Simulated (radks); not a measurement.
Values are calculated unless marked as measured or tabulated.
Species: Hf II. Configuration: [Xe] 4f14 5d1 6s2.

Level of theory: scalar-relativistic Kohn-Sham, BLYP, spin-polarised, spherical densities, point nucleus; open shells are filled with parallel spins first (spin-orbit coupling, left out, can overturn this in heavy ions) (a radial shooting solver on a logarithmic mesh with Libxc functionals).

Energy parts (eV):
part                       energy
total                  -410317.96
kinetic                 449663.46
electron-nucleus      -1011647.78
Hartree                 160053.30
exchange-correlation     -8386.95

Orbitals (lengths in bohr, moments of r in powers of bohr; <r^-3> diverges for s and p1/2; r(max) is where P^2 peaks):
1s down: occ. 1; eigenvalue (eV) -65304.44; r(max) 0.01190; <r^4> 6.616e-07; <r^2> 0.0004948
1s up: occ. 1; eigenvalue (eV) -65304.44; r(max) 0.01190; <r^4> 6.616e-07; <r^2> 0.0004948
2s up: occ. 1; eigenvalue (eV) -11175.90; r(max) 0.06805; <r^4> 0.0001006; <r^2> 0.007639
2s down: occ. 1; eigenvalue (eV) -11175.87; r(max) 0.06805; <r^4> 0.0001006; <r^2> 0.007639
2p up: occ. 3; eigenvalue (eV) -9813.908; r(max) 0.05566; <r^4> 0.00007813; <r^2> 0.006283; <r^-3> 17790
2p down: occ. 3; eigenvalue (eV) -9813.881; r(max) 0.05566; <r^4> 0.00007813; <r^2> 0.006283; <r^-3> 17790
3s up: occ. 1; eigenvalue (eV) -2553.219; r(max) 0.1921; <r^4> 0.003730; <r^2> 0.04976
3s down: occ. 1; eigenvalue (eV) -2553.214; r(max) 0.1921; <r^4> 0.003730; <r^2> 0.04976
3p up: occ. 3; eigenvalue (eV) -2146.436; r(max) 0.1898; <r^4> 0.003987; <r^2> 0.05041; <r^-3> 3924
3p down: occ. 3; eigenvalue (eV) -2146.430; r(max) 0.1898; <r^4> 0.003987; <r^2> 0.05041; <r^-3> 3924
3d up: occ. 5; eigenvalue (eV) -1665.152; r(max) 0.1546; <r^4> 0.003093; <r^2> 0.04186; <r^-3> 510.1
3d down: occ. 5; eigenvalue (eV) -1665.134; r(max) 0.1546; <r^4> 0.003093; <r^2> 0.04187; <r^-3> 510.1
4s up: occ. 1; eigenvalue (eV) -521.4133; r(max) 0.4373; <r^4> 0.08909; <r^2> 0.2475
4s down: occ. 1; eigenvalue (eV) -521.3904; r(max) 0.4373; <r^4> 0.08908; <r^2> 0.2475
4p up: occ. 3; eigenvalue (eV) -387.9832; r(max) 0.4581; <r^4> 0.1189; <r^2> 0.2819; <r^-3> 900.4
4p down: occ. 3; eigenvalue (eV) -387.9622; r(max) 0.4581; <r^4> 0.1188; <r^2> 0.2819; <r^-3> 900.4
4d up: occ. 5; eigenvalue (eV) -215.6536; r(max) 0.4709; <r^4> 0.1800; <r^2> 0.3325; <r^-3> 99.23
4d down: occ. 5; eigenvalue (eV) -215.6266; r(max) 0.4709; <r^4> 0.1798; <r^2> 0.3324; <r^-3> 99.23
5s up: occ. 1; eigenvalue (eV) -76.2618; r(max) 1.015; <r^4> 3.103; <r^2> 1.445
5s down: occ. 1; eigenvalue (eV) -75.9128; r(max) 1.014; <r^4> 3.080; <r^2> 1.440
5p up: occ. 3; eigenvalue (eV) -44.7196; r(max) 1.158; <r^4> 6.414; <r^2> 2.028; <r^-3> 119.7
5p down: occ. 3; eigenvalue (eV) -44.2470; r(max) 1.156; <r^4> 6.368; <r^2> 2.020; <r^-3> 120.6
4f up: occ. 7; eigenvalue (eV) -25.9055; r(max) 0.4544; <r^4> 0.9525; <r^2> 0.5934; <r^-3> 15.54
4f down: occ. 7; eigenvalue (eV) -25.8151; r(max) 0.4543; <r^4> 0.9311; <r^2> 0.5887; <r^-3> 15.58
6s up: occ. 1; eigenvalue (eV) -11.9346; r(max) 2.708; <r^4> 175.6; <r^2> 10.79
6s down: occ. 1; eigenvalue (eV) -11.5635; r(max) 2.730; <r^4> 185.6; <r^2> 11.07
5d up: occ. 1; eigenvalue (eV) -10.8159; r(max) 1.639; <r^4> 59.09; <r^2> 5.577; <r^-3> 5.324
5d down: occ. 0; eigenvalue (eV) -10.2662; r(max) 1.637; <r^4> 63.56; <r^2> 5.733; <r^-3> 5.271

The highest occupied level is 5d up at -10.816 eV. Spin moment in Bohr magnetons: 1. For comparison, the ionisation energy in NIST's Atomic Spectra Database is 14.61 eV (theoretical). In exact Kohn-Sham theory the highest level is minus the ionisation energy, but local and semilocal functionals leave it too shallow, through self-interaction and a potential that decays too fast; potentials with the right tail come closer. The density falls to 0.001 e/bohr^3 at r = 4.58 bohr. Summed over all electrons, <r^2> = 57.12 bohr^2, which gives a Langevin (diamagnetic) susceptibility term of -45.2 x 10^-6 cm^3/mol.
